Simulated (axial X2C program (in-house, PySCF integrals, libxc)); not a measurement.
**Er⁺: configurations by level of theory**

Computed with an axial X2C code built on PySCF integrals, basis dyall-cv3z (cores contracted in-house), spin-free (one-electron X2C) and two-component (2c, atomic mean-field Coulomb and Gaunt terms). Energies in eV from the lowest row of each column (rows without correlated energies are left out; n/a marks j-coupled starts, which PBE0 does not hold); electrons by l are Mulliken totals of the Hartree–Fock solution, and PBE0 can relax to another configuration under the same block occupation. Coupled cluster uses truncated natural virtuals with an MP2 remainder. Frozen shells in the correlated columns: 4 s, 3 p, 2 d.

Spin-free determinants:

| electrons by l | M_S, M_L | HF | MP2 | CCSD(T) | PBE0 |
| --- | --- | --- | --- | --- | --- |
| s11 p24 d20 f12 | 3/2, 4 | 0.06 | 0.03 | 0.00 | 0.01 |
| s11 p24 d20 f12 | 3/2, 5 | 0.00 | 0.00 | 0.01 | 0.37 |
| s11 p24 d20 f12 | 1/2, 4 | 0.10 | 0.09 | 0.05 | 0.07 |
| s11 p24 d20 f12 | 3/2, 2 | 0.24 | 0.20 | 0.15 | 0.00 |
| s11 p24 d20 f12 | 1/2, 2 | 0.29 | 0.25 | 0.21 | 0.06 |
| s11 p24 d20 f12 | 3/2, 0 | 0.41 | 0.35 | 0.23 | 0.19 |
| s11 p24 d20 f12 | 1/2, 3 | 0.39 | 0.32 | 0.27 | 0.04 |
| s11 p24 d20 f12 | 1/2, 0 | 0.46 | 0.40 | 0.29 | 0.26 |

Two-component determinants:

```csv
electrons by l,2M_J,HF,MP2,CCSD(T),PBE0
s11 p24 d20 f12,13,2.40,0.00,0.00,0.27
s11 p24 d20 f12,11,2.54,0.11,0.05,0.00
s11 p24 d20 f12,11,2.44,0.05,0.06,0.34
s12 p24 d20 f11,15,0.00,1.32,0.06,n/a
s11 p24 d20 f12,9,2.58,0.16,0.11,0.06
s11 p24 d20 f12,7,2.77,0.32,0.22,0.14
s11 p24 d20 f12,5,2.80,0.35,0.26,0.20
s11 p24 d20 f12,7,2.90,0.42,0.32,0.13
```

Single determinants need not be terms or J levels, so several rows can belong to one term; PBE0 has no current term and treats spin collinearly, and Hartree–Fock breaks spherical symmetry, which spreads rows that should be degenerate. The search is wide but not exhaustive and can miss a configuration; gaps between s and d configurations can be off by some tenths of an eV with this basis and core.

The run took 13 min on 1 thread of Arm Neoverse V2 (shared host).
